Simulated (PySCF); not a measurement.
# Removing the step error of a finite difference

System: H7GaSi2 (SMILES [SiH3][GaH][SiH3]), singlet, at a GFN2-xTB geometry (such geometries of metal compounds can be far from the true shape). Level: PBE0/6-31G, polarisability run with PySCF. Sums are taken with unrounded values, so a last digit can differ.

Second differences of the energy in a field along z gave a polarisability along z of 73.048 bohr³ at step 0.005 and 73.260 bohr³ at step 0.02 (atomic units).

Question: Extrapolate to zero step.

Answer: The leading error of a symmetric difference goes as h², so A(h) = A0 + c h². Then c = (73.260 - (73.048))/(0.02² - 0.005²) = 566 (atomic units) and A0 = 73.048 - c × 0.005² = 73.034 bohr³. The analytic value from the same program and level is 73.034 bohr³: the smaller step missed it by 0.014, the extrapolation by 0.000.
